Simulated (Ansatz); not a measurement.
```yaml
atoms:
  - { symbol: C, position_ang: [1.4450, -0.0245, 0.2686] }
  - { symbol: C, position_ang: [0.6880, 1.2341, -0.2323] }
  - { symbol: C, position_ang: [-0.7001, 1.2392, 0.1933] }
  - { symbol: C, position_ang: [-1.4808, 0.0209, -0.2661] }
  - { symbol: C, position_ang: [-0.6868, -1.2389, 0.2404] }
  - { symbol: C, position_ang: [0.7727, -1.2426, -0.2404] }
  - { symbol: H, position_ang: [1.4928, 0.0012, 1.2949] }
  - { symbol: H, position_ang: [2.4860, -0.0440, -0.1689] }
  - { symbol: H, position_ang: [0.7429, 1.3327, -1.2861] }
  - { symbol: H, position_ang: [1.2565, 2.1587, 0.0978] }
  - { symbol: H, position_ang: [-1.2217, 2.1853, -0.1820] }
  - { symbol: H, position_ang: [-0.7224, 1.3135, 1.3044] }
  - { symbol: H, position_ang: [-1.5184, 0.0463, -1.3141] }
  - { symbol: H, position_ang: [-2.5191, 0.0314, 0.1775] }
  - { symbol: H, position_ang: [-1.2747, -2.1199, -0.1373] }
  - { symbol: H, position_ang: [-0.7584, -1.3115, 1.3787] }
  - { symbol: H, position_ang: [1.2161, -2.1247, 0.1616] }
  - { symbol: H, position_ang: [0.8000, -1.3578, -1.3332] }
```

Basis set: STO-3G (spherical functions). Correlated methods keep 6 orbitals frozen. Charge 0, multiplicity 1.

Computed with Ansatz (development build ahead of 0.2.0); each method stands on the lowest determinant of its kind that the runs found. Restricted open shells among the atoms or ions are ROHF, correlated in semicanonical orbitals with singles.

(1) Give the atomization energy at this shape (free ground-state atoms in the same class of orbitals less the molecule, no zero-point energy) of singlet C6H12 by RHF-MP2, RHF.

Results:

(1)

```json
{"method": "RHF-MP2", "atomization energy": "79.09 eV"}
{"method": "RHF", "atomization energy": "72.30 eV"}
```

Caution: no unrestricted run beside it, a lower state can exist; the shape is not the minimum.

This basis has no polarisation functions and is too small for such energies, which can lie far from measured ones in either direction.
